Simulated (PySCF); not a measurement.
Species: C₈H₈O₂.
Cartesian coordinates in Å at the PBE0-D3(BJ)/def2-SVP level; atoms count from 1:
```
atom  x, y, z in Å
O1     3.0951    0.3801    1.0436
C2     2.4230   -0.0757    0.1514
O3     2.9599   -0.7998   -0.8429
C4     0.9472    0.0855    0.0196
C5     0.3682    0.9508    0.9134
C6    -0.9987    1.3862    0.8985
C7    -2.0442    0.6443    0.4637
C8    -1.8874   -0.8044    0.1184
C9    -1.0406   -0.8613   -1.1183
C10    0.2654   -0.5212   -1.1039
H11    3.9106   -0.8403   -0.6602
H12    1.0587    1.4377    1.6095
H13   -1.1916    2.4012    1.2611
H14   -3.0328    1.1075    0.3819
H15   -2.8604   -1.2874   -0.0386
H16   -1.3743   -1.3292    0.9448
H17   -1.4953   -1.1968   -2.0555
H18    0.8653   -0.6903   -2.0017
```

All values: B3LYP/def2-SVPD (PySCF, non-relativistic), on one gas-phase PBE0-D3(BJ)/def2-SVP geometry that isn't relaxed in the solvent. The solvent is an IEF-PCM continuum (cavity from Bondi-type radii × 1.2), and excitations are vertical TDDFT with non-equilibrium linear response and a frozen core. The model holds no explicit solvent molecules, cavitation or dispersion.

Gas-phase singlets (H = HOMO, L = LUMO):

```tsv
state	E (eV)	λ (nm)	f	leading configuration
S1	4.048	306	0.098	H→L 90%
S2	4.559	272	0.067	H-1→L 67%
S3	4.724	262	0.007	H-2→L 77%
S4	5.826	213	0.273	H→L+1 60%
S5	5.987	207	0.034	H-3→L 74%
```

Problem. Give the list for acetone (ε = 20.49), n² = 1.85.

Solution. 
| state | E (eV) | λ (nm) | f | leading configuration | change by rank (eV) |
| --- | --- | --- | --- | --- | --- |
| S1 | 3.961 | 313 | 0.137 | H→L 94% | -0.087 |
| S2 | 4.518 | 274 | 0.095 | H-1→L 83% | -0.041 |
| S3 | 4.884 | 254 | 0.004 | H-2→L 92% | +0.160 |
| S4 | 5.710 | 217 | 0.351 | H→L+1 70% | -0.116 |
| S5 | 6.008 | 206 | 0.033 | H-3→L 75% | +0.021 |

Problem. How does the list change in acetonitrile (ε = 35.69)?

Solution. 
```
state  E (eV)  λ (nm)      f  leading configuration  change by rank (eV)
   S1   3.962     313  0.136                H→L 94%               -0.086
   S2   4.518     274  0.095              H-1→L 83%               -0.041
   S3   4.890     254  0.004              H-2→L 92%               +0.166
   S4   5.710     217  0.347              H→L+1 70%               -0.116
   S5   6.009     206  0.033              H-3→L 75%               +0.022
```

Problem. The ground-state energy changes by -0.310 eV from gas to acetonitrile. By how much does the total energy of gas-phase S1 change?

Solution. E(S1) = E(S0) + excitation energy, so it changes by -0.310 − 0.086 = -0.396 eV: it is lowered more than the ground state, which is what a red shift means. This is the vertical state, with the slow part of the continuum still set for S0.

Problem. How do the frontier levels move from gas to acetonitrile?

Solution. 
```
orbital  gas (eV)  solvent (eV)  change (eV)                   Löwdin shares, gas               Löwdin shares, solvent
 LUMO+2      0.17          0.30        +0.13   O3 27 %, C2 17 %, H11 14 %, O1 9 %   C2 22 %, O3 21 %, O1 13 %, H11 8 %
 LUMO+1     -0.37         -0.30        +0.07    C9 25 %, C10 24 %, C8 7 %, C4 6 %    C9 26 %, C10 24 %, C2 7 %, C8 6 %
   LUMO     -2.10         -2.07        +0.03   C5 18 %, C7 18 %, C4 14 %, C2 10 %   C5 19 %, C7 17 %, C4 14 %, C2 11 %
   HOMO     -6.62         -6.55        +0.07   C9 18 %, C4 14 %, C7 14 %, C5 14 %   C9 18 %, C4 14 %, C7 14 %, C5 13 %
 HOMO-1     -7.43         -7.35        +0.08  C6 21 %, C10 19 %, C7 16 %, C9 14 %  C6 21 %, C10 19 %, C7 16 %, C9 14 %
 HOMO-2     -7.94         -8.14        -0.20     O1 63 %, O3 11 %, C2 8 %, C4 6 %     O1 62 %, O3 11 %, C2 8 %, C4 7 %
 HOMO-3     -8.90         -8.95        -0.05    O1 29 %, O3 12 %, C5 10 %, C4 9 %  O1 20 %, C4 14 %, C5 14 %, C10 11 %
```

The HOMO–LUMO gap goes from 4.52 to 4.48 eV. Rows go by rank; for HOMO-3 the atom shares or the degeneracy differ between the runs, so the row needn't follow one orbital.

The run took about 70 s of CPU time (one thread, shared machine). This is the whole response run at B3LYP/def2-SVPD in acetonitrile, SCF included.
